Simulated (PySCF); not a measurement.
Vertical excitations of a molecule C₃H₇NOSi from TDDFT-PBE0/def2-SVPD in PySCF, as energy in eV (oscillator strength): 5.66 (0.005), 5.72 (0.012), 6.09 (0.001), 6.23 (0.006), 6.31 (0.066), 6.75 (0.002), 6.84 (0.065), 6.96 (0.020), 6.99 (0.079), 7.33 (0.001). Lowest triplet (TDA): 4.18 eV. Geometry optimised at B3LYP-D3(BJ)/def2-SVP. The values are those of a single conformer.

Task: Which molecule gave these data?
A) C[C@@H](C#N)[SiH2]O
B) C#CC[Si@@H](N)O
C) O[SiH2]N1C=CC1
D) C1=CO[SiH2]NC1

Result: D, C1=CO[SiH2]NC1
